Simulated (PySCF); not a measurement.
**C3H11OSi3: g tensor and hyperfine couplings**

C3H11OSi3 (doublet state).
Structure used (GFN2-xTB), in Å, numbered top down from 1:
```xyz
18
C3H11OSi3 angstrom
Si     2.3746    0.9635    0.1797
O      1.5543   -0.2918   -0.3980
Si     1.0756   -1.8282   -0.6697
C     -0.7829   -1.9023   -0.5914
Si    -1.9823   -0.5668   -0.4403
C     -1.5219    1.2148   -1.0251
C     -1.5199    1.0798    0.4571
H      2.1764    1.0173    1.6305
H      1.8014    2.1355   -0.4831
H      3.7898    0.7976   -0.1484
H      1.6326   -2.1464   -1.9932
H      1.7220   -2.6606    0.3561
H     -1.1972   -2.8966   -0.6882
H     -3.4289   -0.7654   -0.4395
H     -0.5610    1.3193   -1.5019
H     -2.2910    1.8295   -1.4693
H     -0.5584    1.1058    0.9440
H     -2.2920    1.6013    1.0044
```

The hyperfine couplings belong to this conformer and change with its torsions.

Identity: `[SiH3]O[SiH2][CH][SiH]1CC1` [radical].

Method: PySCF 2.14.0, UKS B3LYP, pcH-1 on C H O Si, non-relativistic, mean-field spin-orbit, GIAO. Geometry: GFN2-xTB, one conformer, isolated molecule. A GFN2-xTB geometry isn't a minimum of the functional, and hyperfine couplings can be far from their values at a DFT geometry. The SCF solution wasn't tested for stability.

* g1, g2, g3: 2.00244, 2.00291, 2.00410
* g_iso: 2.00315
* Form of g: rhombic: the two nearest values differ by 29 % of g3 − g1
* ⟨S²⟩: 0.7618 (exact 0.7500)
* α and β electrons: 40, 39
* Total energy: -1064.68791 Eh
* Basis functions: 315

Hyperfine couplings atom by atom, in 10⁻⁴ cm⁻¹; T1 to T3 are the principal values of the dipolar part; ρ(0) is the spin density at the nucleus (1 × 10⁻⁴ cm⁻¹ = 2.998 MHz):

| atom | isotope | a_iso | of which spin–orbit | T1 | T2 | T3 | Mulliken spin population | ρ(0) (bohr⁻³) |
| --- | --- | --- | --- | --- | --- | --- | --- | --- |
| Si1 | 29Si | 0.1 | 0.0 | -0.1 | 0.0 | 0.1 | 0.00 | -0.0004 |
| O2 | 17O | 0.5 | 0.0 | -0.2 | 0.1 | 0.1 | 0.00 | -0.0023 |
| Si3 | 29Si | 13.1 | 0.0 | -0.5 | 0.1 | 0.4 | -0.03 | -0.0441 |
| C4 | 13C | 21.0 | 0.0 | -19.7 | -19.4 | 39.0 | 0.80 | 0.0560 |
| Si5 | 29Si | 24.8 | -0.1 | -2.0 | -1.5 | 3.5 | -0.11 | -0.0838 |
| C6 | 13C | 15.6 | 0.0 | -5.0 | -4.9 | 9.9 | 0.17 | 0.0417 |
| C7 | 13C | 15.8 | 0.0 | -4.9 | -4.7 | 9.6 | 0.16 | 0.0421 |
| H8 | 1H | 0.0 | 0.0 | -0.3 | -0.2 | 0.4 | 0.00 | 0.0000 |
| H9 | 1H | 0.0 | 0.0 | -0.3 | -0.2 | 0.5 | 0.00 | 0.0000 |
| H10 | 1H | -0.1 | 0.0 | -0.2 | -0.1 | 0.3 | 0.00 | 0.0000 |
| H11 | 1H | 16.1 | 0.0 | -0.9 | -0.5 | 1.3 | 0.02 | 0.0108 |
| H12 | 1H | 12.9 | 0.0 | -0.8 | -0.5 | 1.4 | 0.02 | 0.0086 |
| H13 | 1H | -14.3 | 0.0 | -9.5 | -0.3 | 9.8 | -0.03 | -0.0096 |
| H14 | 1H | -1.4 | 0.0 | -1.0 | -0.1 | 1.1 | 0.00 | -0.0010 |
| H15 | 1H | -0.2 | 0.0 | -2.4 | 0.0 | 2.4 | 0.00 | -0.0001 |
| H16 | 1H | 4.7 | 0.0 | -2.4 | -0.5 | 2.9 | 0.00 | 0.0031 |
| H17 | 1H | 0.2 | 0.0 | -2.4 | 0.0 | 2.4 | 0.00 | 0.0001 |
| H18 | 1H | 4.5 | 0.0 | -2.3 | -0.5 | 2.8 | 0.00 | 0.0031 |

The Mulliken spin populations are largest on C4 (+0.80), C6 (+0.17), C7 (+0.16) and Si5 (-0.11). Three atoms exceed +0.15. The angles at C4 add up to 360.0°, so it is planar; its axial dipolar tensor and the negative coupling of its proton fit spin in a p orbital normal to that plane.

Axes: g1 points within 4° of the C6–C7 bond and g3 points within 9° of the Si3–C4 bond.

Under fast tumbling the dipolar parts average out, and these isotropic splittings remain: 2 × 1H (H11/H12, I = 1/2, 3 lines) with 1.55 mT, 1 × 1H (H13, I = 1/2, 2 lines) with 1.53 mT, 2 × 1H (H16/H18, I = 1/2, 3 lines) with 0.49 mT and 1 × 1H (H14, I = 1/2, 2 lines) with 0.15 mT.

Class means assume fast exchange of nuclei equivalent by connectivity; if that motion is slow, each nucleus keeps its own coupling. The 1H value of +43.4 MHz is a mean of couplings from 38.6 to 48.3 MHz in this one geometry, not an average over conformers.

The 29Si coupling of Si5 (74.3 MHz) shows only in satellite lines or after enrichment, since that isotope makes up about 4.7 % of natural silicon.

The 13C coupling of C4 (62.9 MHz) shows only in satellite lines or after enrichment, since that isotope makes up about 1.07 % of natural carbon.

Examples of negative spin density at the nucleus (bohr⁻³): Si5 (-0.0838), Si3 (-0.0441) and H13 (-0.0096).
